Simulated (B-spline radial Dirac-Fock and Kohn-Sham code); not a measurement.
# Nd: input and output of one calculation

ΔSCF core binding energies without Breit or QED terms, calculated with a radial finite-basis atomic code. Keys: rel is the Hamiltonian (dirac, or spin-free x2c and nr, where L3 and M5 stand for the whole 2p and 3d shells), method is hf or an exchange,correlation pair (spin-unpolarised, also for the hole states), nuc the nuclear model, radius_factor scales its radius, rmax is the box in bohr, h the logarithmic mesh step, order the B-spline order, points the quadrature points per cell, c_factor scales the speed of light, and damp, ndamp, maxit and tol steer the iteration. The run stops when the commutator error falls below 10·tol·max(1, Z/10), or the numerical noise floor, and the energy has settled to about 1e-8 Ha; the virial ratio is −V/T.

Input (task.json):

```json
{"items": [{"Z": 60, "q": 0, "cfg": [[1, 0, 2], [2, 0, 2], [2, 1, 6], [3, 0, 2], [3, 1, 6], [3, 2, 10], [4, 0, 2], [4, 1, 6], [4, 2, 10], [4, 3, 4], [5, 0, 2], [5, 1, 6], [6, 0, 2]], "A": 142, "rrms": 4.9123, "do": "settings", "holes": ["K", "L3", "M5"],
  "settings": [{"rel": "dirac", "method": "hf", "nuc": "fermi", "radius_factor": 1.0, "rmax": 45.0, "h": 0.3, "order": 8, "points": 10, "c_factor": 0.8, "maxit": 60, "damp": 0.5, "ndamp": 3, "tol": 1e-08}]}]}
```

Command: `python xray2_run.py task.json out`

Ground-state iterations:

```
iter   energy (Ha)        error
   1    -9840.62491942  1.56e+00
   2    -9843.31614785  6.36e-01
   3    -9850.77834448  1.35e-01
   4    -9851.17089899  4.69e-02
   5    -9851.22986980  1.28e-02
   6    -9851.23412290  3.91e-03
   7    -9851.23507942  1.96e-03
   8    -9851.23515802  1.27e-03
   9    -9851.23518887  1.22e-04
  10    -9851.23519022  4.70e-05
  11    -9851.23519031  3.44e-06
  12    -9851.23519031  7.24e-07
  13    -9851.23519031  1.45e-07
```

The ground state converged in 13 iterations, with total energy -9851.23519 Ha, virial ratio 1.88038 and highest orbital energy -4.91 eV. ΔSCF binding energies: K (1s) 45254.8 eV, L3 (2p3/2) 6224.3 eV, M5 (3d5/2) 970.0 eV.
